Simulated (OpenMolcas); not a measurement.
An atom or ion with 80 electrons was computed by MS-RASPT2, IPEA 0.25 Eh, imaginary shift 0.1 Eh with spin-orbit coupling (OpenMolcas, ANO-RCC-VQZP, DKH2). The lowest levels that the run gave, each within 12 % of the measured value where one is at hand:

```tsv
J	Parity	E (eV)	g
0	even	0.0000	
0	odd	9.322	
1	odd	9.854	1.464
2	odd	11.835	1.501
1	odd	13.974	1.037
0	even	21.584
```

Question: Which ion is it, and what are the configurations and terms?

Answer: Bi3+ (Z = 83, charge +3; active space 2 electrons in 9 orbitals (RAS2 6s 6p; RAS3 6d, at most 2 electrons)). J, parity and g give the terms where levels are pure, and mixed ones are named by the computed weights; the size of the splittings, set against known spectra of the 80-electron sequence, gives the charge. In order, with the measured energies in eV (Moore, Atomic Energy Levels, vol. III, NSRDS-NBS 35 (1971 reprint of NBS Circular 467, 1958)): 6s2 1S0, 6s 6p 3P* 0 (8.7989), 6s 6p 3P* 1 (9.4136), 6s 6p 3P* 2, 6s 6p 1P* 1 (14.2088), 6p2 3P0 (20.6498).

Active for correlation alone: 6d; no level in the range computed is led by a configuration that fills it, so any true level of that kind is missing. Spin-orbit splittings of 6p shells tend to come out small when the coupling is added on scalar orbitals. Measured partners are found by configuration, term and J. A level has none where our copy of the source lacks it or the pairing is in doubt (some pairs that miss far off the trend of their configuration count as doubtful), and it then counts in no deviation. Only configurations of the active space appear.

* marks odd parity.
